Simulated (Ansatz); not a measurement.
Molecule: CH₅BNO (charge 0, doublet). It need not be the lowest isomer of its formula. 
Geometry from a B3LYP-D3(BJ)/def2-TZVP (Ansatz, a program for electronic structure) optimisation:
SMILES: O[B]NC
```xyz
9

C     -1.2535     0.7756     0.4226
N     -0.6649    -0.5490     0.2376
B      0.6264    -0.8133    -0.2052
O      1.5179     0.1696    -0.5273
H     -1.5513     0.9366     1.4619
H     -0.5163     1.5301     0.1571
H     -2.1310     0.9131    -0.2144
H     -1.2718    -1.3198     0.4583
H      2.3705    -0.1612    -0.8175
```
Charge 0, spin multiplicity 2.

Parts of the frozen-core correlation energy in STO-3G (Ansatz, hartree). Frozen orbitals: 4; correlated occupied orbitals by spin: 12 and 11; virtual: 9 and 10. Open shells are spin-unrestricted. Spin-orbit coupling is left out. No relativistic terms.

```json
[
 {"term": "reference (HF)", "value": "-192.27727"},
 {"term": "MP2 opposite-spin", "value": "[?]"},
 {"term": "MP2 same-spin", "value": "-0.02574"},
 {"term": "CCSD correlation", "value": "[?]"},
 {"term": "(T)", "value": "[?]"},
 {"term": "T1 diagnostic", "value": "0.015"},
 {"term": "largest doubles amplitude", "value": "0.056"},
 {"term": "<S^2> of the reference", "value": "0.755"}
]
```

Problem. Fill in the missing entries.

Solution. 
- MP2 opposite-spin, value: -0.13975
- CCSD correlation, value: -0.20984
- (T), value: -0.00484
